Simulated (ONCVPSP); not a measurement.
## thulium: ONCV pseudisation with LDA (Perdew-Zunger), scalar-relativistic reference atom.

Input for ONCVPSP 4.0.1:

```
# ATOM AND REFERENCE CONFIGURATION
# atsym  z   nc   nv     iexc    psfile
  Tm 69.00   10    5        3      upf
#
#   n    l    f
    1    0    2.00
    2    0    2.00
    2    1    6.00
    3    0    2.00
    3    1    6.00
    3    2   10.00
    4    0    2.00
    4    1    6.00
    4    2   10.00
    4    3   12.00
    5    0    2.00
    5    1    6.00
    5    2    1.00
    6    0    1.00
    6    1    1.00
#
# PSEUDOPOTENTIAL AND OPTIMIZATION
# lmax
    2
#
#   l,   rc,      ep,       ncon, nbas, qcut
    0    1.85    0.00    4    7    7.10
    1    2.35    0.00    3    6    4.50
    2    3.10    0.00    4    8    5.60
#
# LOCAL POTENTIAL
# lloc, lpopt,  rc(5),   dvloc0
    4    5    1.20    0.00
#
# VANDERBILT-KLEINMAN-BYLANDER PROJECTORs
# l, nproj, debl
    0    2    1.50
    1    3    3.90
    2    2    2.50
#
# MODEL CORE CHARGE
# icmod, fcfact, rcfact
    1    0.20    0.00
#
# LOG DERIVATIVE ANALYSIS
# epsh1, epsh2, depsh
   -4.00    5.00    0.02
#
# OUTPUT GRID
# rlmax, drl
    6.00    0.01
#
# TEST CONFIGURATIONS
# ncnf
    4
# nvcnf
#   n    l    f
    5
    5    0    2.00
    5    1    6.00
    5    2    1.00
    6    0    2.00
    6    1    0.00
#
    5
    5    0    2.00
    5    1    6.00
    5    2    1.00
    6    0    1.00
    6    1    0.00
#
    5
    5    0    2.00
    5    1    6.00
    5    2    1.00
    6    0    0.00
    6    1    0.00
#
    5
    5    0    2.00
    5    1    6.00
    5    2    2.00
    6    0    1.00
    6    1    0.00
#
```

Command:

```bash
oncvpsp.x < Tm.dat > Tm.out
```

Output (shortened: citation, most of the input echo, consistency checks and plot data are left out):

```
ONCVPSP  (Optimized Norm-Conservinng Vanderbilt PSeudopotential)
scalar-relativistic version 4.0.1

#   n    l    f        energy (Ha)
    1    0    2.00    -2.1772991E+03
    2    0    2.00    -3.6765245E+02
    2    1    6.00    -3.2476958E+02
    3    0    2.00    -8.2880951E+01
    3    1    6.00    -6.9897770E+01
    3    2   10.00    -5.3839313E+01
    4    0    2.00    -1.6571164E+01
    4    1    6.00    -1.2298204E+01
    4    2   10.00    -6.6233146E+00
    4    3   12.00    -4.1113991E-01
    5    0    2.00    -2.1767709E+00
    5    1    6.00    -1.1733744E+00
    5    2    1.00    -1.1975796E-01
    6    0    1.00    -2.0197704E-01
    6    1    1.00    -7.4839083E-02

Reference configufation results
  iterations    39
  all-electron total energy (Ha)   -1.35587247D+04

Begin loop to  construct optimized pseudo wave functions
and semi-local pseudopoentials for all angular momenta

Calculating optimized projector #   1

 for l=   0

    Fraction of norm inside rc  0.929586
    Optimizing pswf for qcut=   7.10 a_B^-1,  ecut=  25.21 Ha
    Residual kinetic energy error=  7.50D-07 Ha

    Energy error per electron        Cutoff
         Ha          eV             Ha
         0.01000     0.27211       13.01
         0.00100     0.02721       17.00
         0.00010     0.00272       20.06
         0.00001     0.00027       22.55

Calculating optimized projector #   2

 for l=   0

    Fraction of norm inside rc  0.052416
    Optimizing pswf for qcut=   7.10 a_B^-1,  ecut=  25.21 Ha
    Residual kinetic energy error=  7.74D-07 Ha

    Energy error per electron        Cutoff
         Ha          eV             Ha
         0.01000     0.27211        9.98
         0.00100     0.02721       15.34
         0.00010     0.00272       19.20
         0.00001     0.00027       22.32

   Wellstate for l =  1  n =  8
     eigenvalue =   3.8252
     asymptotic potential =   4.3252
     half-point radius =  3.6791

Calculating optimized projector #   1

 for l=   1

    Fraction of norm inside rc  0.945787
    Optimizing pswf for qcut=   4.51 a_B^-1,  ecut=  10.16 Ha
    Residual kinetic energy error=  3.68D-05 Ha

    Energy error per electron        Cutoff
         Ha          eV             Ha
         0.01000     0.27211        6.38
         0.00100     0.02721        8.19
         0.00010     0.00272        9.54
         0.00001     0.00027       18.19

Calculating optimized projector #   2

 for l=   1

    Fraction of norm inside rc  0.037396
    Optimizing pswf for qcut=   4.51 a_B^-1,  ecut=  10.16 Ha
    Residual kinetic energy error=  4.39D-06 Ha

    Energy error per electron        Cutoff
         Ha          eV             Ha
         0.01000     0.27211        4.34
         0.00100     0.02721        6.50
         0.00010     0.00272        8.31
         0.00001     0.00027        9.65

Calculating optimized projector #   3

 for l=   1

    Fraction of norm inside rc  0.155929
    Optimizing pswf for qcut=   4.51 a_B^-1,  ecut=  10.16 Ha
    Residual kinetic energy error=  7.86D-04 Ha

    Energy error per electron        Cutoff
         Ha          eV             Ha
         0.01000     0.27211        8.12
         0.00100     0.02721        9.95
         0.00010     0.00272       23.46
         0.00001     0.00027       39.18

   Wellstate for l =  2  n =  8
     eigenvalue =   2.3802
     asymptotic potential =   2.8802
     half-point radius =  5.1522

Calculating optimized projector #   1

 for l=   2

    Fraction of norm inside rc  0.702521
    Optimizing pswf for qcut=   5.61 a_B^-1,  ecut=  15.71 Ha
    Residual kinetic energy error=  6.62D-09 Ha

    Energy error per electron        Cutoff
         Ha          eV             Ha
         0.01000     0.27211        6.45
         0.00100     0.02721        8.72
         0.00010     0.00272       10.63
         0.00001     0.00027       12.26

Calculating optimized projector #   2

 for l=   2

    Fraction of norm inside rc  0.222179
    Optimizing pswf for qcut=   5.61 a_B^-1,  ecut=  15.71 Ha
    Residual kinetic energy error=  1.47D-07 Ha

    Energy error per electron        Cutoff
         Ha          eV             Ha
         0.01000     0.27211        8.77
         0.00100     0.02721       10.79
         0.00010     0.00272       12.35
         0.00001     0.00027       13.45

Construct Vanderbilt / Kleinmman-Bylander projectors

B matrix Hermiticity error, ll=   0
   1   2    2.0287E-04

  Orthonormal projector coefficients  1.2555E+01  1.6041E+00

B matrix Hermiticity error, ll=   1
   1   2    6.2535E-05
   1   3    5.1665E-04
   2   3   -1.2487E-04

  Orthonormal projector coefficients  8.7723E+00  1.5454E+00  1.2660E-01

B matrix Hermiticity error, ll=   2
   1   2    1.0240E-04

  Orthonormal projector coefficients  3.7414E+00 -1.3295E+00

Model core correction analysis
  based on d2Exc/dn_idn_j

d2excae - all-electron derivatives

   -2.405247D-02   -2.137151D-02   -8.152484D-03   -1.956659D-03
   -8.500105D-04
   -2.137130D-02   -2.180409D-02   -1.158442D-02   -3.492204D-03
   -1.098248D-03
   -8.152610D-03   -1.158454D-02   -1.385283D-02   -8.920068D-03
   -2.548167D-03
   -1.956581D-03   -3.491851D-03   -8.919449D-03   -8.714919D-03
   -2.779054D-03
   -8.500136D-04   -1.098240D-03   -2.548615D-03   -2.780029D-03
   -9.792572D-04

d2excps - pseudofunction derivatives with no core correction

   -4.343270D-02   -3.457687D-02   -1.089051D-02   -3.461951D-03
   -1.526577D-03
   -3.457775D-02   -3.138072D-02   -1.436051D-02   -4.649768D-03
   -1.568332D-03
   -1.089072D-02   -1.436039D-02   -1.595288D-02   -9.749654D-03
   -2.770668D-03
   -3.462128D-03   -4.649417D-03   -9.749019D-03   -9.378317D-03
   -2.984306D-03
   -1.526700D-03   -1.568348D-03   -2.771234D-03   -2.985484D-03
   -1.052158D-03

rms 2nd derivative error    5.870226E-03

Polynomial model core charge

d2excps - pseudofunction derivatives with core correction

   -3.404382D-02   -2.770084D-02   -9.133565D-03   -2.771261D-03
   -1.207949D-03
   -2.770101D-02   -2.571647D-02   -1.234534D-02   -4.014751D-03
   -1.316174D-03
   -9.133770D-03   -1.234544D-02   -1.436724D-02   -9.036458D-03
   -2.580152D-03
   -2.771256D-03   -4.014419D-03   -9.035858D-03   -8.779212D-03
   -2.808517D-03
   -1.207987D-03   -1.316176D-03   -2.580604D-03   -2.809492D-03
   -9.919515D-04

rms 2nd derivative error    2.834551E-03

Pseudoatom total energy  -40.639889

Diagnostic tests using Vanderbilt-Kleinman-Bylander pseudopotentials
  1 or more projectors used as specified by nproj input data

   l    rcore       rmatch      e in        delta e   norm test  slope test

   0   1.8583040   1.9147262  -2.1767709   0.0000004   1.0001580   1.0001536
   0   1.8583040   1.9147262  -0.2019770   0.0000028   1.0000372   1.0000325

   1   2.3606739   2.4323491  -1.1733744  -0.0000085   1.0001025   1.0000965
   1   2.3606739   2.4323491  -0.0748391   0.0000022   1.0000499   1.0000171
   1   2.3606739   2.4323491   3.8251609   0.0000192   1.0003533   1.0003533

   2   3.1084445   3.2028236  -0.1197580  -0.0000003   1.0000193   1.0000201
   2   3.1084445   3.2028236   2.3802420  -0.0000008   1.0000136   1.0000136

 Testing for bound ghosts
   n   l    E NL Schr. Eq   E Basis Diag.   E Cutoff

   1   0       -2.176771       -2.176769     55.06
   2   0       -0.201974       -0.151927     55.06

   2   1       -1.173383       -1.173369     40.26
   3   1       -0.074837       -0.030759     40.26

   3   2       -0.119758       -0.119238     35.65

 Testing for highly-localized positive-energy ghosts
       l    <radius>/rc     E Basis Diag.   E Cutoff

       0        0.215524        2.567699     55.06  WARNING - GHOST(+)

Test configuration 0

   n   l     f        eae           eps        diff
   1   0  2.0000-2177.29907551
   2   0  2.0000 -367.65244905
   2   1  6.0000 -324.76958068
   3   0  2.0000  -82.88095126
   3   1  6.0000  -69.89776998
   3   2 10.0000  -53.83931294
   4   0  2.0000  -16.57116354
   4   1  6.0000  -12.29820403
   4   2 10.0000   -6.62331465
   4   3 12.0000   -0.41113991
   5   0  2.0000   -2.17677090   -2.17677054    3.54D-07
   5   1  6.0000   -1.17337444   -1.17338297   -8.53D-06
   5   2  1.0000   -0.11975796   -0.11975827   -3.14D-07
   6   0  1.0000   -0.20197704   -0.20197427    2.77D-06
   6   1  1.0000   -0.07483908   -0.07483690    2.18D-06

    Total energies and differences
      AE_ref= -1.35587247D+04  AE_tst= -1.35587247D+04  dif=  0.00D+00
      PS_ref= -4.06398890D+01  PS_tst= -4.06398890D+01  dif= -4.05D-13
      PSP excitation error=  4.05D-13

Test configuration 1

   n   l     f        eae           eps        diff
   1   0  2.0000-2177.24590879
   2   0  2.0000 -367.59983834
   2   1  6.0000 -324.71696980
   3   0  2.0000  -82.82851554
   3   1  6.0000  -69.84533589
   3   2 10.0000  -53.78687602
   4   0  2.0000  -16.51854819
   4   1  6.0000  -12.24555540
   4   2 10.0000   -6.57063980
   4   3 12.0000   -0.35848919
   5   0  2.0000   -2.12373454   -2.12248415    1.25D-03
   5   1  6.0000   -1.12088058   -1.11998612    8.94D-04
   5   2  1.0000   -0.07876151   -0.07855843    2.03D-04
   6   0  2.0000   -0.17056819   -0.17050003    6.82D-05

    Total energies and differences
      AE_ref= -1.35587247D+04  AE_tst= -1.35588478D+04  dif= -1.23D-01
      PS_ref= -4.06398890D+01  PS_tst= -4.07629315D+01  dif= -1.23D-01
      PSP excitation error= -1.38D-05

Test configuration 2

   n   l     f        eae           eps        diff
   1   0  2.0000-2177.49436080
   2   0  2.0000 -367.84700912
   2   1  6.0000 -324.96422001
   3   0  2.0000  -83.07525897
   3   1  6.0000  -70.09208802
   3   2 10.0000  -54.03361664
   4   0  2.0000  -16.76545464
   4   1  6.0000  -12.49250529
   4   2 10.0000   -6.81760718
   4   3 12.0000   -0.60536644
   5   0  2.0000   -2.37091408   -2.37172352   -8.09D-04
   5   1  6.0000   -1.36757452   -1.36817857   -6.04D-04
   5   2  1.0000   -0.30546545   -0.30565592   -1.90D-04
   6   0  1.0000   -0.37541970   -0.37551844   -9.87D-05

    Total energies and differences
      AE_ref= -1.35587247D+04  AE_tst= -1.35585772D+04  dif=  1.48D-01
      PS_ref= -4.06398890D+01  PS_tst= -4.04922742D+01  dif=  1.48D-01
      PSP excitation error= -6.25D-05

Test configuration 3

   n   l     f        eae           eps        diff
   1   0  2.0000-2177.78613239
   2   0  2.0000 -368.13684242
   2   1  6.0000 -325.25418715
   3   0  2.0000  -83.36403886
   3   1  6.0000  -70.38088627
   3   2 10.0000  -54.32245651
   4   0  2.0000  -17.05458158
   4   1  6.0000  -12.78174341
   4   2 10.0000   -7.10693862
   4   3 12.0000   -0.89447600
   5   0  2.0000   -2.66054446   -2.66587596   -5.33D-03
   5   1  6.0000   -1.65539086   -1.65947870   -4.09D-03
   5   2  1.0000   -0.56547224   -0.56720362   -1.73D-03

    Total energies and differences
      AE_ref= -1.35587247D+04  AE_tst= -1.35580913D+04  dif=  6.33D-01
      PS_ref= -4.06398890D+01  PS_tst= -4.00057287D+01  dif=  6.34D-01
      PSP excitation error= -6.94D-04

Test configuration 4

   n   l     f        eae           eps        diff
   1   0  2.0000-2177.20744180
   2   0  2.0000 -367.55898777
   2   1  6.0000 -324.67620481
   3   0  2.0000  -82.78853205
   3   1  6.0000  -69.80534443
   3   2 10.0000  -53.74662697
   4   0  2.0000  -16.47804559
   4   1  6.0000  -12.20486252
   4   2 10.0000   -6.52957273
   4   3 12.0000   -0.31711989
   5   0  2.0000   -2.08077623   -2.07895353    1.82D-03
   5   1  6.0000   -1.08095007   -1.07949304    1.46D-03
   5   2  2.0000   -0.05861704   -0.05834521    2.72D-04
   6   0  1.0000   -0.15994037   -0.15990936    3.10D-05

    Total energies and differences
      AE_ref= -1.35587247D+04  AE_tst= -1.35587509D+04  dif= -2.62D-02
      PS_ref= -4.06398890D+01  PS_tst= -4.06657123D+01  dif= -2.58D-02
      PSP excitation error= -3.38D-04
```

The run took about 5.8 s on one core of a shared server CPU.
